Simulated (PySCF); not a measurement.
# Broadened absorption spectrum of C3H10OSi2

Compound: C3H10OSi2.
InChI=1S/C3H10OSi2/c1-4-6-2-5-3-6/h6H,2-3,5H2,1H3

Method: TDDFT CAM-B3LYP/def2-SVPD, vertical, gas phase, core orbitals frozen in the response (PySCF 2.14.0, density-fitted response routines). Geometry: PBE0-D3(BJ)/def2-SVP, one conformer, isolated molecule. Torsions of this conformer, `[CH3:1][O:2][SiH:3]1[CH2:4][SiH2:5][CH2:6]1`: C1–O2–Si3–C4 -52°.

Computed states:

```
state  E (eV)       f
   S1    6.85  0.0026
   S2    6.87  0.0042
   S3    6.93  0.0003
   S4    7.19  0.0071
   S5    7.38  0.0008
   S6    7.43   0.118
   S7    7.82  0.0001
   S8    7.95   0.031
   S9    7.97  0.0036
  S10    8.09   0.039
```

Broadening: Gaussians 0.5 eV wide at half height, area fixed by f = 4.319×10⁻⁹ ∫ε dν̃. The width is an assumption, not a result. The curve ends short of the highest state used, and states not computed would add to its high-energy end.

(1) Give the broadened spectrum and its maxima.

(2) Coming from long wavelengths, where does ε first pass 100 L mol⁻¹ cm⁻¹?

(3) On this curve, what absorbance would a 10⁻³ mol/L sample give at 193 nm over a 1 cm path?

## Answers

(1) 
E (eV), ε (L mol⁻¹ cm⁻¹) and a bar:
```
     6.10          1 
     6.15          1 
     6.19          3 
     6.24          5 
     6.29         10 
     6.34         19 
     6.39         33 
     6.43         49 
     6.48         78 
     6.53        116 #
     6.58        166 #
     6.63        226 #
     6.67        282 #
     6.72        360 ##
     6.77        450 ##
     6.82        559 ###
     6.87        700 ###
     6.91        850 ####
     6.96       1109 #####
     7.01       1475 #######
     7.06       1973 #########
     7.11       2614 ############
     7.15       3222 ##############
     7.20       4062 ##################
     7.25       4922 ######################
     7.30       5705 ##########################
     7.35       6308 ############################
     7.39       6601 ##############################
     7.44       6692 ##############################
     7.49       6478 #############################
```

Maxima: 167 nm (7.43 eV), ε about 6700, made up of S6 (95%) (ε in L mol⁻¹ cm⁻¹; maxima over ε = 5, shares over 10%).

(2) At about 190 nm (6.51 eV), 0.34 eV below S1.

(3) 193 nm is 6.424 eV, where ε is about 46 L mol⁻¹ cm⁻¹, so A = ε c l ≈ 0.046 (Beer–Lambert, with the gas-phase spectrum and the assumed width).

All these states lie below the vertical ionisation energy of 9.69 eV (ΔSCF).

Time: 3.3 min; peak memory 1.2 GiB. Hardware: one thread of an Arm Neoverse V1, on a shared host.
